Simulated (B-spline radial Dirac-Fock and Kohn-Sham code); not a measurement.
Internal conversion coefficients of Cr at 32.5 keV

Z = 24 (chromium), transition energy 32.5 keV. Model: a Dirac-Hartree-Slater potential of the neutral atom with a Latter tail (no hole, which puts coefficients of high multipoles low close above an edge), finite nucleus with surface currents. Program: a radial B-spline solver. Subshells that would emit electrons below 1 keV are left out.

Input of the calculation (task.json; shells as n, l, electrons):

```json
{"items": [{
  "Z": 24,
  "q": 0,
  "cfg": [[1, 0, 2], [2, 0, 2], [2, 1, 6], [3, 0, 2], [3, 1, 6], [3, 2, 5], [4, 0, 1]],
  "A": 52,
  "rrms": 3.6452,
  "do": "conversion",
  "gamma": [32.5],
  "edges": {"K": 5989.0, "L1": 696.0, "L2": 583.8, "L3": 574.1, "M1": 74.1}
}]}
```

Launch: `python xray2_run.py task.json out`

```
subshell  electron energy (keV)        E2      E5        M1     M4      M5
       K                  26.51      26.2  251000     0.520   9130  225000
      L1                  31.80      2.09   15500    0.0483   1440   43100
      L2                  31.92     0.642  168000   0.00225    289   11400
      L3                  31.93      1.11  276000  0.000989   1450   75500
      M1                  32.43     0.291    2140   0.00684    216    6590
      M2                  32.45    0.0847   22800  0.000299   39.1    1550
      M3                  32.45     0.146   37200  0.000130    200   10600
      M4                  32.49  7.37e-05     224  2.42e-07  0.382    27.7
      M5                  32.49  0.000102     294  2.08e-07  0.443    50.0
   total                             30.5  773000     0.579  12800  373000
```

**Question.** For a pure M5 transition, what fraction of decays emits a photon?

**Answer.** 1/(1 + α) = 2.68e-06 with the total α = 373000; the total includes the outer subshells that are not listed.
